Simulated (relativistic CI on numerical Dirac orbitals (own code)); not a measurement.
## Sensitivity of the levels of Hg XXXII to α and to the nuclear radius

Method of calculation: Dirac-Coulomb-Breit CI, KLI orbitals optimised for each configuration, derivatives by finite differences, unscaled Slater integrals, QED left out (own radial code, finite nucleus).

CI space (outside the closed core [Ar] 3d10 4p6 4d10): 4s²4f³, 4s²4f²5s, 4s²4f²5p, 4s²4f5s², 4s²4f5s5p, 4s²4f²5d, 4s²4f5p², 4s4f⁴. Levels of other configurations are missing.

With x = (α/α₀)² − 1 an excitation energy changes as ω = ω₀ + qx; K = 2q/ω₀ is the relative enhancement. Terms are leading LS components, so labels can repeat. The field-shift factor is F = δν/δ⟨r²⟩ for the transition from the lowest level.

Lowest level 4s²4f³ ⁴I°9/2.

```csv
Level,ω₀ (cm⁻¹),q (cm⁻¹),K,F (GHz/fm²)
4s²4f³ ⁴I°11/2,36939.7,40830,2.21,2.23
4s²4f³ ⁴F°3/2,47548.9,2143,0.0902,0.626
4s²4f³ ⁴I°13/2,64576.0,59100,1.83,3.36
4s²4f³ ²G°9/2,66493.6,35550,1.07,2.34
4s²4f³ ⁴F°5/2,70081.2,15450,0.441,1.49
4s²4f³ ⁴S°3/2,81927.6,41430,1.01,2.75
4s²4f³ ⁴G°5/2,82625.8,34830,0.843,2.48
4s²4f³ ²G°7/2,82919.2,41180,0.993,2.77
4s²4f³ ⁴I°15/2,86163.7,66180,1.54,3.94
4s²4f³ ⁴G°7/2,99426.2,46870,0.943,3.21
4s²4f³ ²K°13/2,107900.8,62980,1.17,4.04
4s²4f³ ²H°11/2,111294.3,61880,1.11,4.02
4s²4f³ ⁴F°9/2,111616.3,72570,1.3,4.48
4s²4f³ ²P°1/2,118949.8,42760,0.719,3.25
4s²4f³ ⁴D°3/2,119049.5,50340,0.846,3.58
4s²4f³ ²D°5/2,124960.5,35490,0.568,3
4s²4f³ ²G°7/2,126498.4,80930,1.28,5.02
4s²4f³ ²L°15/2,127257.6,71840,1.13,4.67
4s²4f³ ⁴G°9/2,127377.6,70850,1.11,4.6
4s²4f³ ²H°11/2,136127.1,62290,0.915,4.33
4s²4f³ ²D°3/2,140409.0,66400,0.946,4.53
4s²4f³ ²D°5/2,148449.6,80330,1.08,5.25
4s²4f³ ⁴G°11/2,155505.4,87450,1.12,5.66
```

At this charge energies of transitions that change n are usually good to better than 1 %, and those within a shell (Δn = 0) to a few per cent. Terms inside the open d or f shell come out 10 to 20 % too wide with unscaled integrals.
